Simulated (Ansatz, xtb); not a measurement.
## Isomers of F3HOSi2 in order of energy

4 gas-phase structures of F3HOSi2, found in a search over its isomers (lower ones may exist). Each was relaxed with GFN2-xTB:

A. `F[Si]O[SiH](F)F`, a singlet
B. `O=[Si](F)[SiH](F)F`, a singlet
C. `F[Si](F)(F)O[SiH]`, a singlet
D. `O=[SiH][Si](F)(F)F`, a singlet

Task: Estimate their order in r2SCAN-D4/def2-SVP energy at these geometries, lowest first.

Result: Calculated order at r2SCAN-D4/def2-SVP: A (0.0), C (13.8), B (47.2), D (48.4) kcal/mol.

Energies above the lowest of each column, in kcal/mol; the last columns are at B3LYP-D3(BJ)/def2-SVP geometries and were run for some of them only (a dash: not run or not comparable):

```tsv
structure	GFN2-xTB	HF/STO-3G	r2SCAN-D4/def2-SVP	B3LYP-D3(BJ)/def2-SVP	CCSD(T)/def2-SVP + ΔMP2/def2-TZVPP
A	0.0	0.0	0.0	0.0	0.0
C	16.5	16.7	13.8	15.1	13.4
B	13.4	72.1	47.2	–	–
D	14.8	67.7	48.4	–	–
```

Every level run on A puts it lowest or level with the lowest. Some further structures that were screened fall inside this span and aren't listed. Flexible structures stand in one conformer each, not always the lowest. A keeps a small imaginary mode. Frequencies (B3LYP-D3(BJ)/def2-SVP) were run for A, C alone. ΔMP2 is the change of the MP2 energy from the smaller to the larger basis.

Over these structures GFN2-xTB departs from r2SCAN-D4/def2-SVP by 17.5 kcal/mol on average once a common shift is removed. A GFN2-xTB relaxation took about 0.21 s and the r2SCAN-D4/def2-SVP energy about 2.5 s on a shared host (Ansatz 0.2.0, xtb 6.7.1).
